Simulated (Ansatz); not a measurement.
Stepwise reaction of `[F][Sc]([F])[F]` with water, as a gas-phase model of exchange steps in deposition or etching. ΔE in kJ/mol; ΔG adds harmonic PBE0-D4 terms to CCSD(T)/CBS, at 1 bar.

Computed with Ansatz on PBE0-D4/def2-TZVP structures; ΔE is electronic, products minus reactants. CCSD(T)/CBS adds triple-zeta CCSD(T) − MP2 to the extrapolated MP2 energy (def2 sets, frozen cores). This one scheme is used for every species. DFT in def2-TZVPP. B3LYP here is the variant with VWN-RPA as its local correlation; programs differ in this. For Sc outer-core shells are correlated without core-valence functions, which leaves a few kJ/mol of doubt a bond. Scalar relativity is left out up to krypton. Each species was taken in one conformer, which may not be the lowest.

```json
{"step": "1", "reaction": "`[F][Sc]([F])[F]` + H₂O → `[OH][Sc]([F])[F]` + H–F", "PBE-D4": "55.4", "B3LYP-D4": "52.4", "ωB97M-V": "52.3", "CCSD(T)/CBS": "44.8", "ΔG(600 K)": "36.9"}
{"step": "2", "reaction": "`[OH][Sc]([F])[F]` + H₂O → `[OH][Sc]([OH])[F]` + H–F", "PBE-D4": "58.9", "B3LYP-D4": "56.4", "ωB97M-V": "56.3", "CCSD(T)/CBS": "48.1", "ΔG(600 K)": "45.5"}
```

**Question.** Give the row of step 3, `[OH][Sc]([OH])[F]` + H₂O → `[OH][Sc]([OH])[OH]` + H–F. (An estimate is asked.)

**Answer.** The calculation gave: 
| step | reaction | PBE-D4 | B3LYP-D4 | ωB97M-V | CCSD(T)/CBS | ΔG(600 K) |
| --- | --- | --- | --- | --- | --- | --- |
| 3 | `[OH][Sc]([OH])[F]` + H₂O → `[OH][Sc]([OH])[OH]` + H–F | 62.1 | 60.5 | 60.6 | 52.9 | 52.0 |

**Question.** By hand: ΔE of the 3 steps together at CCSD(T)/CBS.

**Answer.** (44.8) + (48.1) + (52.9) = 145.8 kJ/mol, or 48.6 kJ/mol a step.

In ΔE each step is higher than the one before. All are uphill at CCSD(T)/CBS. ΔG lies between 36.9 and 52.0 kJ/mol a step. PBE-D4 differs from CCSD(T)/CBS by 9.2 to 10.8 kJ/mol a step. Isolated molecules leave out the surface, adducts and barriers. Largest T1 diagnostic: 0.017.
